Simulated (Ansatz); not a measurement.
Species: LaO, charge 1, multiplicity 1. 
Geometry from a B3LYP-D3(BJ)/def2-TZVP (Ansatz, a first-principles code) optimisation:
SMILES: [O]=[La+]
```xyz
2

La     0.0000     0.0000    -0.2312
O      0.0000     0.0000     1.6475
```
Charge +1, spin multiplicity 1.

Parts of the frozen-core correlation energy in def2-SVP (Ansatz, hartree). Frozen orbitals: 5; correlated occupied orbitals by spin: 4 and 4; virtual: 37 and 37. Spin-orbit coupling is left out. In def2 rows, elements after Kr have scalar-relativistic effective core potentials.

```json
[
 {"term": "reference (HF)", "value": "-105.76228"},
 {"term": "MP2 opposite-spin", "value": "-0.18336"},
 {"term": "MP2 same-spin", "value": "-0.07682"},
 {"term": "CCSD correlation", "value": "-0.23928"},
 {"term": "(T)", "value": "-0.01161"},
 {"term": "CCSDT minus CCSD(T)", "value": "0.00019"},
 {"term": "CCSDT(Q) minus CCSD(T)", "value": "-0.00141"},
 {"term": "T1 diagnostic", "value": "0.033"},
 {"term": "largest doubles amplitude", "value": "0.050"}
]
```
